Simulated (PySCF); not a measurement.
Electron correlation in Sn+ (tin, charge +1)

[Kr] 4d10 5s1 5p1 6s1, high-spin 4P determinant (an excited configuration). All numbers are calculated (PySCF 2.14, the spin-free X2C one-electron Hamiltonian (Gaussian nucleus), in aug-cc-pVQZ-DK3). Frozen: [Kr] 4d10; 3 electrons correlated.

```tsv
level	correlation energy (mhartree)
CCSD	-11.64
(T)	-0.12
CCSD(T)	-11.76
```

Diagnostics: T1 = 0.020, D1 = 0.0481, largest double amplitude 0.051.

The outer electron is Rydberg-like, and this basis confines it to a smaller radius and binds it less than a complete one would.

Cost of the coupled-cluster step: about 15 core-seconds, for 3 correlated electrons.

Iterations:

```
CC2 = 0
CCSD nocc = (np.int64(3), np.int64(0)), nmo = (79, 79)
frozen orbitals [[0, 1, 2, 3, 4, 5, 6, 7, 8, 9, 10, 11, 12, 13, 14, 15, 16, 17, 18, 19, 20, 21, 22], [0, 1, 2, 3, 4, 5, 6, 7, 8, 9, 10, 11, 12, 13, 14, 15, 16, 17, 18, 19, 20, 21, 22]]
max_cycle = 100
direct = 0
conv_tol = 1e-08
conv_tol_normt = 1e-06
diis_space = 8
diis_start_cycle = 0
Init t2, MP2 energy = -0.00739872584484987
Init E_corr(UCCSD) = -0.00739872584588294
cycle = 1  E_corr(UCCSD) = -0.00979108374796258  dE = -0.0023923579  norm(t1,t2) = 0.0317483
cycle = 2  E_corr(UCCSD) = -0.010718212074174  dE = -0.000927128326  norm(t1,t2) = 0.0154253
cycle = 3  E_corr(UCCSD) = -0.0114638309735135  dE = -0.000745618899  norm(t1,t2) = 0.00859328
cycle = 4  E_corr(UCCSD) = -0.0114501521274074  dE = 1.36788461e-05  norm(t1,t2) = 0.00456515
cycle = 5  E_corr(UCCSD) = -0.0115612128050614  dE = -0.000111060678  norm(t1,t2) = 0.00374111
cycle = 6  E_corr(UCCSD) = -0.0115768456235277  dE = -1.56328185e-05  norm(t1,t2) = 0.00251445
cycle = 7  E_corr(UCCSD) = -0.0116566640229762  dE = -7.98183994e-05  norm(t1,t2) = 0.0017137
cycle = 8  E_corr(UCCSD) = -0.0116226069676554  dE = 3.40570553e-05  norm(t1,t2) = 0.000683834
cycle = 9  E_corr(UCCSD) = -0.011632177746489  dE = -9.57077883e-06  norm(t1,t2) = 0.000335894
cycle = 10  E_corr(UCCSD) = -0.0116366242159672  dE = -4.44646948e-06  norm(t1,t2) = 0.000297451
cycle = 11  E_corr(UCCSD) = -0.0116364185343794  dE = 2.05681588e-07  norm(t1,t2) = 8.36635e-05
cycle = 12  E_corr(UCCSD) = -0.0116358799086099  dE = 5.3862577e-07  norm(t1,t2) = 2.46888e-05
cycle = 13  E_corr(UCCSD) = -0.0116358896573065  dE = -9.74869659e-09  norm(t1,t2) = 1.42258e-05
cycle = 14  E_corr(UCCSD) = -0.0116359287081625  dE = -3.9050856e-08  norm(t1,t2) = 1.84037e-05
cycle = 15  E_corr(UCCSD) = -0.0116360188091542  dE = -9.01009917e-08  norm(t1,t2) = 6.72502e-06
cycle = 16  E_corr(UCCSD) = -0.0116359670401182  dE = 5.1769036e-08  norm(t1,t2) = 3.66117e-06
cycle = 17  E_corr(UCCSD) = -0.0116359375451441  dE = 2.94949741e-08  norm(t1,t2) = 5.96426e-07
cycle = 18  E_corr(UCCSD) = -0.0116359291252418  dE = 8.41990226e-09  norm(t1,t2) = 2.8653e-07
UCCSD converged
E(UCCSD) = -6172.845096305063  E_corr = -0.01163592912524181
UCCSD(T) correction = -0.000124163915934982
```
